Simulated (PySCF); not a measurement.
Isomers of C3H10Si. Gas-phase values, no solvent. One relaxed conformer stands for each flexible species; it need not be the lowest. Strings in code marks are SMILES.

Computed with PySCF with B3LYP-D3(BJ)/def2-TZVP. B3LYP has the VWN-RPA correlation part, as in Gaussian. 

```csv
species,HOMO–LUMO gap (eV),HOMO (eV)
`[SiH3]C(C)C`,(withheld),-7.95
`C[SiH](C)C`,9.08,-8.32
`CC[SiH2]C` (C–C–Si–C torsion 180°),8.72,(withheld)
`[SiH3]CCC` (C–C–C–Si torsion 180°),8.74,-8.28
```

Some entries are withheld; supply them.


- `[SiH3]C(C)C`, HOMO–LUMO gap (eV): 8.39
- `CC[SiH2]C` (C–C–Si–C torsion 180°), HOMO (eV): -8.04
